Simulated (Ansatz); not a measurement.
Input file for Ansatz (a quantum-chemistry and plane-wave program): R-PBE/def2-TZVPP on CdH2O (SMILES [OH][CdH]), atoms moved off the minimum. Elements past Kr take the def2 small-core potentials; no spin–orbit coupling.

Ansatz 0.2 input:
```yaml
crystal:
  periodic: [false, false, false]
  atoms:
    - {symbol: Cd, position_ang: [-0.28855500, -0.04649372, 0.04058513]}
    - {symbol: H, position_ang: [-1.80148824, -0.74364881, -0.24775157]}
    - {symbol: O, position_ang: [1.68267523, 0.48553621, 0.08408506]}
    - {symbol: H, position_ang: [1.62732867, 1.41506097, 0.29142065]}
basis:
  gaussian:
    orbitals: def2-TZVPP
hamiltonian:
  xc: {name: PBE}
scf: {lower_state_search: off}
output: {forces: true}
```

It printed:

```
WARN ansatz: RAYON_NUM_THREADS=1 ignored (pool sized by the plan → 1); use --threads N
Functional definition: PBE
these checks for a lower state are left out or cut short: stability, starts, cluster_reference, orbital_swaps, neighbouring_geometries, increment
integrals: 0.03 GiB planned
651 factors; their error is unknown
mean field: 0.26 GiB planned
mean field evaluation 1: about -6633.5976 eV, gradient 7.4e1 eV
mean field evaluation 2: about -6475.6454 eV, gradient 2.1e2 eV
mean field evaluation 4: about -6642.2481 eV, gradient 2.5e1 eV
mean field evaluation 8: about -6643.3392 eV, gradient 3.7e-1 eV
mean field evaluation 16: about -6643.3344 eV, gradient 2.8e-4 eV
mean field -6643.33444399 eV, -244.1380378027 hartree, gradient 9.8e-6 eV, S^2 0.000000; 0 other end points of the search recorded, 0 dependent functions left out
the calculation of the forces begins
reference -6643.33448168 eV, -244.1380391877 hartree; 15, 15 occupied and 100, 100 virtual orbitals, 651 factors
Total energy: -6643.33448168 eV, -244.1380391877 hartree
Atom 0 at    -0.288555    -0.046494     0.040585 Å, force     0.308053    -0.455477    -0.390596 eV/Å
Atom 1 at    -1.801488    -0.743649    -0.247752 Å, force     0.340405     0.323785     0.234832 eV/Å
Atom 2 at     1.682675     0.485536     0.084085 Å, force    -0.968047    -0.861681    -0.058511 eV/Å
Atom 3 at     1.627329     1.415061     0.291421 Å, force     0.319589     0.993374     0.214275 eV/Å
Dipole moment:    -0.368705     0.204685     0.095112 e Å
Checks for a lower state left out: stability, starts, cluster_reference, orbital_swaps, neighbouring_geometries, increment
```

The calculation finished and met its thresholds.

Cost: very roughly 1.8 core-seconds.
